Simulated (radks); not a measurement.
The manganese ion Mn+ inside a hard spherical wall (all orbitals vanish at R), configuration held at [Ar] 3d5 4s1 and not refilled when levels cross. Calculated with a radial shooting solver on a logarithmic mesh with Libxc functionals: non-relativistic Kohn-Sham, LDA (Slater exchange, VWN5 correlation), spin-polarised, spherical densities, point nucleus; open shells are filled with parallel spins first. Eigenvalues in eV for spin up, with the zero of energy where the potential of the charges vanishes at infinity; a dash marks a level that is unbound or too diffuse for the functional's potential to be trusted. A positive occupied level is held by the wall or, in an anion where self-interaction has pushed it up, behind a barrier. The pressure on the wall is -dE/dV.

R (bohr)  E (hartree)  kinetic (hartree)    e(3s)    e(3p)    e(3d)    e(4s)  e(4p, empty)  e(5s, empty)  pressure (GPa)
free      -1148.36892           1146.960  -93.416  -63.873  -16.765  -12.695        -7.857        -3.287               0
20        -1148.36892           1146.960  -93.416  -63.873  -16.765  -12.695        -7.857        -3.286        < 0.0001
15        -1148.36892           1146.960  -93.416  -63.873  -16.765  -12.695        -7.857        -3.262        < 0.0001
12        -1148.36892           1146.960  -93.416  -63.873  -16.765  -12.695        -7.857        -3.113        < 0.0001
10        -1148.36891           1146.961  -93.415  -63.872  -16.764  -12.694        -7.850        -2.689        0.000468
8         -1148.36859           1146.964  -93.396  -63.852  -16.746  -12.674        -7.777        -1.208          0.0196
7         -1148.36730           1146.976  -93.339  -63.796  -16.692  -12.607        -7.599         0.687           0.122
6         -1148.36136           1147.021  -93.151  -63.609  -16.515  -12.351        -7.066         4.533           0.742
3         -1147.63619           1149.977  -85.846  -56.448   -9.103    5.245        15.827        86.798             327
2.5       -1146.55043           1153.951  -79.557  -50.151   -1.872   25.952        39.342        153.04            1320
1.5       -1129.32110           1209.279  -22.658    9.991   64.875   240.77        255.88        660.25           56500
